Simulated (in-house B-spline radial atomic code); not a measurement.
Ionising S3+ with different functionals

Computed with an all-electron radial atomic-structure program (B-spline basis): scalar-relativistic (spin-free X2C) Hamiltonian, Fermi nucleus of rms radius 3.2611 fm, spin-polarised at highest spin, spherical fractional occupations for the functionals, the average over the highest-spin determinants for Hartree-Fock. The ionisation energy is the difference of two self-consistent energies, [Ne] 3s2 3p1 → [Ne] 3s2, without Breit or QED terms; ε is the level of the shell that loses the electron (its least bound occupied spin orbital).

Hybrids are left out here: with spherical fractional occupations of an open shell their exact exchange keeps a self-interaction that integer-occupation calculations don't have.

```tsv
method	rung	ΔSCF (eV)	-ε(3p) (eV)
Hartree-Fock	Hartree-Fock	46.47	46.72
LDA VWN5	LDA	47.33	41.03
LDA PW92	LDA	47.32	41.02
LDA exchange-only	LDA	46.01	39.81
PBE	GGA	47.20	40.99
PBEsol	GGA	47.16	40.94
BLYP	GGA	47.14	40.84
RPBE	GGA	47.16	40.97
PW91	GGA	47.30	41.07
BP86	GGA	47.31	41.06
AM05	GGA	47.14	40.91
OLYP	GGA	47.15	41.00
TPSS	meta-GGA	47.18	41.04
SCAN	meta-GGA	47.07	41.07
r2SCAN	meta-GGA	47.04	41.04
revTPSS	meta-GGA	47.12	41.00
```

Problem. How do they compare with the NIST value?

Solution. NIST lists 47.22 eV ± 0.012 (semi-empirical, ground level to ground level). Errors run from -1.21 to +0.11 eV; PBE is closest (-0.02 eV), but part of that can be cancellation, since the calculations leave out spin-orbit coupling, Breit-QED terms, multiplet and fine-structure energies. Hartree-Fock also lacks correlation.
